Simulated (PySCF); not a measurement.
**Working out the ionisation energy of Cu²⁺**

Cu²⁺ [Ar] 3d9 (2D) → Cu³⁺ [Ar] 3d8 (3F). Calculation: PySCF 2.14, in x2c-TZVPPall (6s5p4d2f1g, 64 functions); scalar relativity by spin-free X2C-1e. Frozen: [Ne]. Energies in hartree (1 hartree = 27.21139 eV):

```json
{"part": "UHF", "Cu²⁺ (lower)": "-1652.258879", "Cu³⁺ (upper)": "-1651.009261"}
{"part": "CCSD correlation", "Cu²⁺ (lower)": "-0.602177", "Cu³⁺ (upper)": "-0.513709"}
{"part": "(T)", "Cu²⁺ (lower)": "-0.009815", "Cu³⁺ (upper)": "-0.006605"}
```

What does Hartree-Fock give?

(-1651.009261) − (-1652.258879) = 1.249618 hartree = 34.004 eV.

What do CCSD and CCSD(T) give?

The CCSD correlation energies differ by 0.088468 hartree = 2.407 eV and the triples by 0.003210 hartree = 0.087 eV, so CCSD gives 36.411 eV and CCSD(T) 36.498 eV.

A first-order spin-orbit estimate adds -0.066 eV to CCSD(T) (valence and next inner shell), giving 36.432 eV against 36.841 ± 0.012 eV (measured; NIST Atomic Spectra Database, ionization energies).

What remains against the reference includes basis incompleteness, the frozen core and higher excitations.
